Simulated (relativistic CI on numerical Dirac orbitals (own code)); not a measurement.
What each ingredient does to the levels of Ho62+

Base calculation: Dirac-Coulomb-Breit CI, KLI orbitals optimised for each configuration, model QED, unscaled Slater integrals.

CI space (outside the closed core 1s2): 2s2 2p, 2s 2p2, 2p3, 2p2 3s, 2p2 3p, 2p2 3d, 2s2 3s, 2s2 3p, 2s2 3d, 2s 2p 3s, 2s 2p 3p, 2s 2p 3d, 2s2 4s, 2s2 4p, 2s2 4d, 2s2 4f. Levels of other configurations are missing.

Variants: (1) one mean potential for all configurations. Shifts of the energy above 2s2 2p 2P°_1/2, in eV, for the lowest level and the first level of each name with at least 55 % of one term (blank where a level changes its place among those of its configuration and J or its character, or is not in the variant):

| Level | Base | Δ(1) |
| --- | --- | --- |
| 2s2 2p 2P°_1/2 | 0.00 | 0.00 |
| 2s2 2p 2P°_3/2 | 933.17 | +0.09 |
| 2s 2p2 4P_3/2 | 1093.56 | +0.22 |
| 2s 2p2 2D_5/2 | 1132.19 | +0.22 |
| 2s 2p2 2P_1/2 | 1196.28 | +0.22 |
| 2s 2p2 2D_3/2 | 1198.28 | +0.22 |
| 2s 2p2 4P_5/2 | 2044.97 | +0.22 |
| 2s 2p2 2S_1/2 | 2142.04 | +0.21 |
| 2s 2p2 2P_3/2 | 2143.01 | +0.22 |
| 2p3 4S°_3/2 | 2328.18 | +0.47 |
| 2p3 2D°_5/2 | 2350.86 | +0.47 |
| 2p3 2P°_1/2 | 2401.64 | +0.49 |
| 2s2 3s 2S_1/2 | 8440.69 | -0.10 |
| 2s2 3p 2P°_1/2 | 8517.83 | -0.03 |

At this charge energies of transitions that change n are usually good to better than 1 %, and those within a shell (Δn = 0) to a few per cent.

Ionisation energy from the two ground configurations alone: base 14996.8 eV. The NIST ASD value (theoretical) is 14998 eV.

LS names give the leading component of a level, which can be under half, so a name can repeat, a term be missing and a line seem to break the LS rules.
